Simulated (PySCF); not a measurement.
This PySCF input asks for the NMR shieldings of `CO[C@@H]1PCC[C@@H]1C`, C6H13OP; the geometry comes from GFN2-xTB.

```python
import basis_set_exchange as bse
import numpy as np
from pyscf import gto, dft
from pyscf.prop import nmr

atoms = """
C     2.445515   -0.688083    1.133232
O     1.057716   -0.624952    0.953306
C     0.682579   -0.127846   -0.309948
P     0.955600    1.739354   -0.376394
C    -0.805154    2.046747    0.189448
C    -1.480788    0.692955    0.423771
C    -0.824860   -0.323840   -0.508709
C    -1.263653   -1.756469   -0.237333
H     2.904292   -1.385087    0.420314
H     2.906377    0.300524    1.002959
H     2.614792   -1.038160    2.149898
H     1.268102   -0.626700   -1.099909
H     0.675752    1.793855   -1.750663
H    -0.789782    2.647424    1.101464
H    -1.314851    2.629110   -0.581047
H    -2.555143    0.758175    0.249490
H    -1.312360    0.368235    1.450971
H    -1.060230   -0.060271   -1.547059
H    -0.777310   -2.440894   -0.929036
H    -2.340722   -1.848228   -0.357121
H    -0.994792   -2.038906    0.776599
"""
names = dict.fromkeys(["C", "O", "P", "H"], "pcSseg-1")
basis = {el: gto.basis.parse(bse.get_basis(n, elements=[el], fmt="nwchem")) for el, n in names.items()}
mol = gto.M(atom=atoms, basis=basis, charge=0, verbose=0)
mf = dft.RKS(mol, xc="PBE0")
mf.grids.level = 2
mf.grids.alignment = dft.numint.BLKSIZE   # the property module wants whole blocks of grid points
mf.conv_tol = 1e-9
mf.kernel()

calc = nmr.RKS(mf)   # GIAO
C = mf.mo_coeff
Co = C[:, mf.mo_occ > 0]
resp = mf.gen_response(singlet=True, hermi=2)
def vind(x):   # induced exchange potential for any number of trial vectors
    d = np.einsum("pi,xij,qj->xpq", C, 2 * x.reshape(-1, C.shape[1], Co.shape[1]), Co, optimize=True)
    return np.einsum("xpq,pi,qj->xij", resp(d - d.transpose(0, 2, 1)), C, Co, optimize=True).ravel()
mo1, _ = nmr.rhf.solve_mo1(calc, with_cphf=vind)
sigma = calc.kernel(mo1)
for i, s in enumerate(sigma):   # ppm
    print("%2d %-2s %9.2f" % (i, mol.atom_pure_symbol(i), np.trace(s) / 3))
```

Q: What does it print?

A: 
```
 0 C     127.58
 1 O     304.71
 2 C      93.81
 3 P     413.61
 4 C     167.23
 5 C     150.46
 6 C     136.37
 7 C     170.68
 8 H      28.72
 9 H      27.75
10 H      27.97
11 H      27.88
12 H      28.90
13 H      29.90
14 H      29.76
15 H      29.80
16 H      29.92
17 H      29.83
18 H      30.59
19 H      30.62
20 H      30.21
```

These numbers come from an equivalent density-fitted implementation of the same equations, which agrees with the script to about 0.01 ppm for H and up to a few tenths of a ppm for heavy atoms, so last digits may differ.

Size and cost of the density-fitted run: 208 basis functions, of the order of 2.2 core-minutes.
